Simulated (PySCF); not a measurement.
CH4ClNOSi2, SMILES Cl[Si@@H]1[SiH2]OC=N1.

Geometry optimised at PBE-D3(BJ)/def2-SVP. The structure was generated by enumeration; whether it is a known compound was not checked.

Two levels are set side by side: PBE/def2-TZVP (PySCF) and CAM-B3LYP/def2-TZVP (PySCF). Same geometry, gas phase. Differences are taken from unrounded values.

```
quantity                     CAM-B3LYP
---------------------------  ---------
orbital gap (eV)                  8.87
highest occupied level (eV)      -8.88
lowest empty level (eV)          -0.01
dipole moment (D)                 2.17
mean polarisability (bohr³)       81.8
```

**Question.** What does PBE give, and how far is it from CAM-B3LYP? (The exact figures need the calculation; the answer reports its results.)

**Answer.** 
```
quantity                       PBE  PBE minus CAM-B3LYP
---------------------------  -----  -------------------
orbital gap (eV)              4.21                -4.65
highest occupied level (eV)  -6.34                 2.54
lowest empty level (eV)      -2.13                -2.11
dipole moment (D)             1.91                -0.26
mean polarisability (bohr³)   86.8                  5.0
```

Without exact exchange PBE keeps part of each electron's self-repulsion, which lifts occupied levels and narrows the gap. PBE's more diffuse valence density responds more strongly to a field. Differences between two approximate levels are no errors against the true value.

Rough cost on one machine, each run with all the roots and properties that it gave: CAM-B3LYP against PBE within a factor of 2.
